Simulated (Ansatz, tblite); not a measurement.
Forces on CuN₃F₃H₉⁻ (relaxed from a model of mer-[CuF3(NH3)3]-, whose bonding it doesn't keep) at its B3LYP-D4/def2-SVPD geometry. Charge -1, multiplicity 2.

The xTB rows come from tblite. In the doublet geometry the species has come apart into loosely held pieces. No other spin state of charge -1 was run. Another isomer (doublet) lies 0.08 eV lower at PBE0-D4/def2-TZVPD; other spin states weren't run for this one.

GFN1-xTB (tblite), largest force 0.76 eV/Å:

```xyz
16
positions Å, forces eV/Å
Cu   -0.414   -0.417    0.996   -0.318   -0.671   -0.097
F     0.965   -1.298    1.962   -0.036    0.067    0.098
F    -2.029    0.539    0.871    0.010    0.064    0.053
F    -0.510   -1.577   -0.513    0.004    0.018   -0.084
N     0.629    1.350    1.433    0.530    0.510    0.000
N     2.247   -0.373   -0.476   -0.222   -0.532    0.108
N    -2.792   -0.302   -1.907    0.628    0.215    0.376
H     0.054    2.183    1.361    0.429   -0.347    0.031
H     1.358    1.310    0.715   -0.440    0.183    0.470
H     1.053    1.257    2.351   -0.194    0.133   -0.479
H     3.062   -0.665   -1.009   -0.184    0.050    0.141
H     1.419   -0.772   -0.932    0.355    0.282    0.119
H     2.261   -0.864    0.425    0.104    0.269   -0.367
H    -2.879    0.203   -1.019   -0.175   -0.141   -0.286
H    -2.401    0.373   -2.565   -0.121   -0.179    0.129
H    -2.024   -0.949   -1.691   -0.369    0.079   -0.212
```

GFN2-xTB (tblite), largest force 0.69 eV/Å:

```
Cu -0.259 -0.580 -0.270
F -0.407 0.235 -0.058
F 0.490 -0.116 0.200
F 0.074 0.216 0.353
N 0.427 0.354 -0.029
N -0.165 -0.103 0.075
N 0.330 0.060 0.258
H 0.146 -0.226 0.002
H -0.351 -0.074 0.214
H -0.155 0.019 -0.211
H -0.093 -0.153 0.067
H 0.345 0.240 0.111
H 0.094 0.218 -0.345
H -0.122 -0.156 -0.286
H 0.010 -0.059 0.088
H -0.365 0.125 -0.170
```

PBE-D4/def2-TZVPD (Ansatz), largest force 0.35 eV/Å:

```
Cu 0.033 0.167 0.110
F 0.098 -0.064 -0.001
F -0.080 0.057 -0.036
F -0.011 -0.128 -0.064
N -0.126 -0.132 0.028
N 0.035 0.324 0.000
N -0.291 -0.119 -0.157
H -0.118 0.129 -0.012
H 0.142 -0.046 -0.154
H 0.061 -0.015 0.157
H 0.179 -0.080 -0.115
H -0.185 -0.096 -0.080
H -0.021 -0.128 0.190
H 0.027 0.109 0.176
H 0.081 0.116 -0.096
H 0.175 -0.095 0.053
```
